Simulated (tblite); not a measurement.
C3H11NO2Si2.
Atom-mapped SMILES: `[CH3:1][C@H:2]([CH:3]=[O:4])[O:5][SiH2:6][NH:7][SiH3:8]` (hydrogens: H9, H10, H11 on C1; H12 on C2; H13 on C3; H14, H15 on Si6; H16 on N7; H17, H18, H19 on Si8)

Computed with GFN2-xTB (tblite), gas phase: L-BFGS steps from a force-field or distance-geometry start until the largest atomic force falls under 0.01 eV/Å.

At the end of the run (lengths in Å): O5–Si6 1.635, Si6–N7 1.728, N7–Si8 1.719, C1–C2 1.538, C1–H11 1.087, Si6–H15 1.460, C2–H12 1.103, C2–O5–Si6 128.4°, Si6–N7–Si8 126.3°, O5–Si6–N7 98.0°, C2–C3–O4 124.0°, C1–C2–C3–O4 -115°, C1–C2–O5–Si6 105°, C2–O5–Si6–N7 -167°, H16–N7–Si6–O5 -3°, H12–C2–O5–Si6 -136°.

**Question.** These geometries were met on the way; a selection of coordinates is given. Order them by energy above the end point, lowest first.
A. O5–Si6 1.723, Si6–N7 1.808, N7–Si8 1.779, C1–C2 1.499, C1–H11 1.125, Si6–H15 1.448, C2–H12 1.138, C2–O5–Si6 109.3°, Si6–N7–Si8 108.9°, O5–Si6–N7 107.6°, C2–C3–O4 117.9°, C1–C2–C3–O4 -118°, C1–C2–O5–Si6 -120°, C2–O5–Si6–N7 144°, H16–N7–Si6–O5 -148°, H12–C2–O5–Si6 1°
B. O5–Si6 1.628, Si6–N7 1.721, N7–Si8 1.733, C1–C2 1.536, C1–H11 1.088, Si6–H15 1.478, C2–H12 1.101, C2–O5–Si6 129.6°, Si6–N7–Si8 132.8°, O5–Si6–N7 104.3°, C2–C3–O4 125.5°, C1–C2–C3–O4 -128°, C1–C2–O5–Si6 -146°, C2–O5–Si6–N7 174°, H16–N7–Si6–O5 -72°, H12–C2–O5–Si6 -25°
C. O5–Si6 1.631, Si6–N7 1.723, N7–Si8 1.732, C1–C2 1.533, C1–H11 1.088, Si6–H15 1.485, C2–H12 1.105, C2–O5–Si6 120.2°, Si6–N7–Si8 119.8°, O5–Si6–N7 107.1°, C2–C3–O4 128.2°, C1–C2–C3–O4 -120°, C1–C2–O5–Si6 -129°, C2–O5–Si6–N7 158°, H16–N7–Si6–O5 -117°, H12–C2–O5–Si6 -8°
D. O5–Si6 1.616, Si6–N7 1.725, N7–Si8 1.752, C1–C2 1.540, C1–H11 1.083, Si6–H15 1.497, C2–H12 1.094, C2–O5–Si6 115.6°, Si6–N7–Si8 110.9°, O5–Si6–N7 112.3°, C2–C3–O4 121.6°, C1–C2–C3–O4 -117°, C1–C2–O5–Si6 -120°, C2–O5–Si6–N7 144°, H16–N7–Si6–O5 -141°, H12–C2–O5–Si6 1°
E. O5–Si6 1.628, Si6–N7 1.722, N7–Si8 1.727, C1–C2 1.531, C1–H11 1.087, Si6–H15 1.475, C2–H12 1.105, C2–O5–Si6 128.5°, Si6–N7–Si8 128.5°, O5–Si6–N7 102.2°, C2–C3–O4 125.4°, C1–C2–C3–O4 -131°, C1–C2–O5–Si6 -169°, C2–O5–Si6–N7 -178°, H16–N7–Si6–O5 -44°, H12–C2–O5–Si6 -49°

**Answer.** E (0.200 eV), B (0.322 eV), C (0.524 eV), D (0.866 eV), A (1.389 eV).

```csv
step,E above end (eV),"rms distance from the end, all atoms (Å)",largest force (eV/Å),rms shift of all bonds from the end (Å)
84,0.200,0.912,0.043,0.006
40,0.322,1.076,0.155,0.007
12,0.524,1.132,0.351,0.010
3,0.866,1.138,0.716,0.016
0,1.389,1.147,2.986,0.038
```

Rows stand in the order of the answer.
